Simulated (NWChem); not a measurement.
**Atomisation of silacyclobutane (C$_{3}$H$_{8}$Si)**

```
C
H 1 1.1027
H 1 1.1036 2 106.85
C 1 1.5637 2 109.81 3 124.91
H 4 1.0999 1 116.22 2 -28.66
H 4 1.1028 5 108.12 1 126.08
C 1 1.5637 2 109.81 3 -124.91
H 7 1.0999 1 116.22 2 28.66
H 7 1.1028 8 108.12 1 -126.08
Si 4 1.9066 5 121.51 6 130.18
H 10 1.4945 4 114.06 5 24.63
H 10 1.4954 11 108.26 4 136.13
```
Charge 0, spin multiplicity 1.

All runs are NWChem calculations. All single points use one geometry, from B3LYP/def2-SVP, a minimum by its harmonic frequencies. It is one conformer; others weren't searched.

Basis set: def2-TZVP. The atomisation energy is electronic alone: no zero-point, thermal, spin-orbit or counterpoise terms. No value is extrapolated to the basis-set limit. Free atoms are single determinants with multiplicities C 3, Si 3, H 2. Correlated methods freeze the same cores in atoms and molecule, 8 orbitals in all.

| method | atomisation energy (kcal/mol) | relative cost |
|---|---|---|
| PBE0 | 1072.7 | 1 |
| B3LYP | 1062.5 | under 3 |
| BLYP | 1050.7 | under 3 |
| PBE | 1080.9 | under 3 |
| M06-2X | 1070.4 | under 3 |
| TPSS | 1080.7 | under 3 |
| HF | 811.2 | under 3 |
| MP2 | 1041.8 | 3 |

The values span 269.6 kcal/mol, from HF (lowest) to PBE (highest). Relative cost: rough, from shared machines, SCF included, PBE0 = 1. Costs are the molecule's.

B3LYP has NWChem's definition, with VWN1-RPA local correlation. No SCF solution was tested for a lower state. Open-shell Hartree-Fock references start from PBE0 orbitals; any time given for them includes that run.
